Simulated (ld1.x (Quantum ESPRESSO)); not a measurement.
## What the settings do to the TM potential of I (Z = 53)

Base potential:

iodine (I), norm-conserving Troullier–Martins (Kleinman–Bylander form), made with ld1.x (Quantum ESPRESSO) 7.5 (PBEsol, fully relativistic). Core [Kr] 4d10, reference 5s2 5p5. Waves: 5s (bound): rc 1.75 bohr; 5p (bound): rc 2.05 bohr. Local part: all-electron potential smoothed inside 1.65 bohr (lloc = -1). Core correction: Bessel-smoothed model core inside 0.90 bohr.

Open shells are filled in proportion to 2j + 1 (rel_dist='average').

All-electron outer shells of the reference configuration (PBEsol, scalar-relativistic, ld1.x):

```json
{"shell": "4p", "level (eV)": "-127.38", "outermost node (bohr)": "0.37", "outermost maximum (bohr)": "0.72"}
{"shell": "4d", "level (eV)": "-50.21", "outermost node (bohr)": "0.35", "outermost maximum (bohr)": "0.78"}
{"shell": "5s", "level (eV)": "-17.45", "outermost node (bohr)": "0.88", "outermost maximum (bohr)": "1.70"}
{"shell": "5p", "level (eV)": "-7.10", "outermost node (bohr)": "0.96", "outermost maximum (bohr)": "2.02"}
```

Cutoffs, loose and tight: the cutoffs (Ry, on a coarse ladder) from which the occupation-weighted sum of valence levels, in a spherical-Bessel basis at the reference potential, stays within 10 and 1 mRy of its value at 400 Ry. They do not see the model core or the augmentation charge, which bear on the density cutoff. Test errors are all-electron minus pseudo excitation energies from the reference, over the configurations 5s2 5p4; 5s2 5p3; 5s2 5p2; 5s2 5p5.3; 5s2 5p1; 5s2 5p4.5; 5s1 5p5. A dash means not determined; rows that change the core or the reference have their own tests. The largest error is taken over the tests solved by every variant that gives reliable tests at all: 5s1 5p5; 5s2 5p3; 5s2 5p4; 5s2 5p4.5; 5s2 5p5.3.

A true bound ghost makes a file unfit for plane-wave use even where its test errors are small: the radial tests pick states by their node count and pass the ghost by. Where a test does run into it, the solver fails or the error is huge.

| change | outcome | cutoff, loose | cutoff, tight | bound ghosts | largest test error (meV) |
| --- | --- | --- | --- | --- | --- |
| base | generated | 35 Ry | 45 Ry | s, d | +2.3 |
| all radii but the core radius scaled by about 0.89 (s 1.56, p 1.84 bohr); local potential all-electron potential smoothed inside 1.48 bohr (lloc = -1) | generated | 35 Ry | 70 Ry | s, d | +44 |
| local potential the p channel | generated, misses its reference levels by 0.69 eV | 35 Ry | 50 Ry | none | +37 |
| local potential all-electron potential smoothed inside 1.26 bohr (lloc = -1) | generated | 35 Ry | 45 Ry | s, p3/2, p1/2, d | -32 |
| core correction Bessel-smoothed model core inside 0.96 bohr | generated | 35 Ry | 45 Ry | s, d | +2.3 |

(1) What comes out with this change to the base: reference 5s1.75 5p5.25?

(2) What comes out with this change to the base: core [Kr], valence charge 17; reference 4d10 5s1.5 5p5.5; waves now 5s (bound): rc 1.70 bohr; 5p (bound): rc 1.65 bohr; 4d (bound): rc 1.30 bohr; local potential all-electron potential smoothed inside 1.05 bohr (lloc = -2); core correction Bessel-smoothed model core, default radius (core density twice the valence density)?

(3) What comes out with this change to the base: functional revPBE?

## Answers

(1) outcome: generated; cutoff, loose: 30 Ry; cutoff, tight: 45 Ry; bound ghosts: s, d; largest test error (meV): -17 over the solved tests; 1 of 7 tests not solved or not reliable.

(2) outcome: generated; cutoff, loose: 110 Ry; cutoff, tight: 180 Ry; bound ghosts: s, p3/2, p1/2; largest test error (meV): -18 over the solved tests; 3 of 7 tests not solved or not reliable.

(3) outcome: generated; cutoff, loose: 35 Ry; cutoff, tight: 45 Ry; bound ghosts: s, d; largest test error (meV): -2.5.
